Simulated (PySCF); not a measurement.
## Bismuth: a sound run and one with changed settings

Sound run: Bi(2+) [Xe] 4f14 5d10 6s2 6p1, Bi(3+) [Xe] 4f14 5d10 6s2. All numbers are calculated (PySCF 2.14, a scalar-relativistic core potential, in cc-pVTZ-PP with ECP60MDF). In the sound run the correlated levels freeze 5s2 5p6 5d10 outside the core potential. The sound run starts from symmetry-adapted Hartree-Fock orbitals and uses a fine grid where one is needed.

Changed run: all electrons correlated in a basis built for the valence shell.

| species | method | sound run (hartree) | changed run (hartree) | converged |
| --- | --- | --- | --- | --- |
| Bi(2+) | MP2 | -212.75634 | -212.86447 | yes |
| Bi(3+) | MP2 | -211.90343 | -212.00469 | yes |

Ionisation energy of Bi(2+):

```tsv
method	sound run (eV)	changed run (eV)
UHF	23.016	23.016
MP2	23.209	23.396
SCS-MP2	23.199	23.320
```

A valence basis has no tight correlating functions, so it recovers only part of the core correlation, and not evenly between atom and ion.

For comparison, NIST gives 25.571 eV between the lowest levels.
